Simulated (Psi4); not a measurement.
H₄B (SMILES [BH4-]), charge -1, singlet, geometry from GFN2-xTB (a gas-phase anion, which may not be bound at this level), with bond 4-1 at 1.5 times its length; HF/def2-SVP (Psi4).

The Psi4 input:
```
memory 2 GB

molecule mol {
-1 1
  B     0.000000    0.000000    0.000000
  H    -0.789356   -0.823300   -0.457034
  H     0.162270   -0.210279    1.199682
  H    -0.675500    1.697937   -0.240263
  H     1.077419   -0.098380   -0.582472
}

set basis def2-svp
set reference uhf
set stability_analysis follow
set scf_type pk

energy('scf')
print_variables()
```

The log (banner, timings and long lists left out):

```
   => Loading Basis Set <=

    Name: DEF2-SVP
    Role: ORBITAL
    Keyword: BASIS

         ---------------------------------------------------------
                                   SCF
               by Justin Turney, Rob Parrish, Andy Simmonett
                          and Daniel G. A. Smith
                              UHF Reference
         ---------------------------------------------------------

  ==> Geometry <==

    Molecular point group: c1
    Full point group: C1

    Geometry (in Angstrom), charge = -1, multiplicity = 1:

       Center              X                  Y                   Z               Mass
    ------------   -----------------  -----------------  -----------------  -----------------
         B            0.015087752897    -0.037924456998     0.005366385244    11.009305360000
         H           -0.774268247103    -0.861224456998    -0.451667614756     1.007825032230
         H            0.177357752897    -0.248203456998     1.205048385244     1.007825032230
         H           -0.660412247103     1.660012543002    -0.234896614756     1.007825032230
         H            1.092506752897    -0.136304456998    -0.577105614756     1.007825032230

  Running in c1 symmetry.

  Rotational constants: A =      4.15458  B =      2.84080  C =      2.84080 [cm^-1]
  Rotational constants: A = 124551.29477  B =  85165.12707  C =  85165.10316 [MHz]
  Nuclear repulsion =    9.313502046633349

  Charge       = -1
  Multiplicity = 1
  Electrons    = 10
  Nalpha       = 5
  Nbeta        = 5

  ==> Algorithm <==

  SCF Algorithm Type is PK.
  DIIS enabled.
  MOM disabled.
  Fractional occupation disabled.
  Guess Type is SAD.
  Energy threshold   = 1.00e-06
  Density threshold  = 1.00e-06
  Integral threshold = 1.00e-12

  ==> Primary Basis <==

  Basis Set: DEF2-SVP
    Blend: DEF2-SVP
    Number of shells: 18
    Number of basis functions: 34
    Number of Cartesian functions: 35
    Spherical Harmonics?: true
    Max angular momentum: 2

  ==> Integral Setup <==

  Using in-core PK algorithm.
   Calculation information:
      Number of atoms:                   5
      Number of AO shells:              18
      Number of primitives:             32
      Number of atomic orbitals:        35
      Number of basis functions:        34

      Integral cutoff                 1.00e-12
      Number of threads:                 1

  Performing in-core PK
  Using 354620 doubles for integral storage.
  We computed 14706 shell quartets total.
  Whereas there are 14706 unique shell quartets.

  ==> DiskJK: Disk-Based J/K Matrices <==

    J tasked:                  Yes
    K tasked:                  Yes
    wK tasked:                  No
    Schwarz Cutoff:          1E-12

  Minimum eigenvalue in the overlap matrix is 7.9631018793E-03.
  Reciprocal condition number of the overlap matrix is 1.8060457511E-03.
    Using symmetric orthogonalization.

  ==> Pre-Iterations <==

  SCF Guess: Superposition of Atomic Densities via on-the-fly atomic UHF (no occupation information).

   -------------------------
    Irrep   Nso     Nmo
   -------------------------
     A         34      34
   -------------------------
    Total      34      34
   -------------------------

  ==> Iterations <==

                        Total Energy        Delta E     RMS |[F,P]|

   @UHF iter SAD:   -26.12274153059371   -2.61227e+01   0.00000e+00
   @UHF iter   1:   -26.83822060316206   -7.15479e-01   7.77692e-03 DIIS/ADIIS
   @UHF iter   2:   -26.90060284046592   -6.23822e-02   2.78448e-03 DIIS/ADIIS
   @UHF iter   3:   -26.90765797445573   -7.05513e-03   5.30975e-04 DIIS/ADIIS
   @UHF iter   4:   -26.90830244500787   -6.44471e-04   6.15743e-05 DIIS
   @UHF iter   5:   -26.90831164233470   -9.19733e-06   8.36851e-06 DIIS
   @UHF iter   6:   -26.90831174899088   -1.06656e-07   1.31772e-06 DIIS
   @UHF iter   7:   -26.90831175233047   -3.33959e-09   2.40261e-07 DIIS
  Energy and wave function converged.

    Wavefunction stable under totally symmetric rotations.
    Lowest totally symmetric eigenvalue: 0.068514
    Lowest UHF->UHF stability eigenvalues:
       A 0.068514

    Stability analysis over.

  ==> Post-Iterations <==

   @Spin Contamination Metric:  -3.019806627E-14
   @S^2 Expected:                0.000000000E+00
   @S^2 Observed:               -3.019806627E-14
   @S   Expected:                0.000000000E+00
   @S   Observed:                0.000000000E+00

    Orbital Energies [Eh]
    ---------------------

    Alpha Occupied:

[...]
    Alpha Virtual:

[...]
    Beta Occupied:

[...]
    Beta Virtual:

[...]
    Final Occupation by Irrep:
              A
    DOCC [     5 ]
    SOCC [     0 ]
    NA   [     5 ]
    NB   [     5 ]

  @UHF Final Energy:   -26.90831175233047

   => Energetics <=

    Nuclear Repulsion Energy =              9.3135020466333494
    One-Electron Energy =                 -55.7205378475086022
    Two-Electron Energy =                  19.4987240485447799
    Total Energy =                        -26.9083117523304693

  UHF NO Occupations:
  HONO-2 :    3  A 2.0000000
  HONO-1 :    4  A 2.0000000
  HONO-0 :    5  A 2.0000000
  LUNO+0 :    6  A 0.0000000
  LUNO+1 :    7  A 0.0000000
  LUNO+2 :    8  A 0.0000000
  LUNO+3 :    9  A 0.0000000

Computation Completed

Properties will be evaluated at   0.000000,   0.000000,   0.000000 [a0]

Properties computed using the SCF density matrix

 Multipole Moments:

 ------------------------------------------------------------------------------------
     Multipole            Electronic (a.u.)      Nuclear  (a.u.)        Total (a.u.)
 ------------------------------------------------------------------------------------

 L = 1.  Multiply by 2.5417464519 to convert [e a0] to [Debye]
 Dipole X            :          0.5338991           -0.1688985            0.3650006
 Dipole Y            :         -1.3420057            0.4245419           -0.9174638
 Dipole Z            :          0.1898969           -0.0600735            0.1298234
 Magnitude           :                                                    0.9959013

 ------------------------------------------------------------------------------------

  Variable Map:
  ----------------------------------------------------------------------------
[...]
  Array Variable Map:
  ----------------------------------------------------------------------------
[...]
[...]
```
